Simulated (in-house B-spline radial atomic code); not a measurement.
## RPA and G0W0 on PBE0: neutral strontium

Configuration [Kr] 5s2, mean-field start PBE0. Computed with an all-electron radial atomic-structure program (B-spline basis): all electrons, non-relativistic, point nucleus, each spin shell either full or empty, empty states to l = 9 with an (l + 1/2)⁻⁴ tail; G0W0 by contour deformation at full frequency.

Without relativity these are model numbers: it shifts the levels of so heavy an element strongly and can reorder them.

Command:
```bash
python run_gw.py task.json out
```
Settings (radii: box in bohr, nucleus in fm):
```
Z                        38
electrons                38
configuration            [Kr] 5s2
hamiltonian              nr
method                   pbe0
lmax                     9
spin_polarised           False
box_radius               40
intervals                56
ion_configuration        [Kr] 5s1
```

Cost of the run: 3.6 s on 1 thread of Intel(R) Xeon(R) 6975P-C, on a shared host.

Energies (hartree):

```
                                     term        value
                         mean-field total  -3133.05547
Hartree-Fock functional on these orbitals  -3131.53157
                      direct second order       -3.073
                    second-order exchange      0.88648
                         SOSEX correction      0.81205
```

(1) What is the RPA correlation energy, and what remains with SOSEX?

Quasi-particle levels (eV):

| level | occupied | mean field | Σx - vxc | Σc | QP weight | G0W0 |
| --- | --- | --- | --- | --- | --- | --- |
| 5s | yes | -3.994 | -0.72 | ? | ? | ? |
| 5p | no | -0.947 | 1.74 | -1.00 | 0.841 | -0.208 |

G0W0 = mean field + (Σx - vxc) + Σc, with Σc (partial-wave tail included) taken at the quasi-particle energy. Only the outer levels were computed. Levels of low weight are left out.

(2) Where does G0W0 put 5s?

(3) What does it cost to remove one electron (to [Kr] 5s1) by differences of total energies, each species on its own start (correlation terms add to the Hartree-Fock functional)?

Results:

(1) RPA gives -2.6723 hartree (-1.91 eV per electron); RPA + SOSEX gives -1.8602, and the second-order doubles -2.1865 hartree (no singles). RPA lacks exchange-type terms and so overcorrelates at short range.

(2) At -5.759 eV, with Σc = -1.04 eV and a quasi-particle weight of 0.853. The tabulated removal energy is 5.695 eV (NIST, measured); the calculation leaves out relativity, Breit and QED terms, and what these don't explain is the method's own error.

(3) PBE0 5.537 eV, Hartree-Fock functional 4.658 eV, + RPA 5.857 eV, + RPA + SOSEX 5.569 eV, + second order 6.173 eV. Tabulated: 5.695 eV (NIST, measured); the calculation leaves out relativity, Breit and QED terms, and what these don't explain is the method's own error.
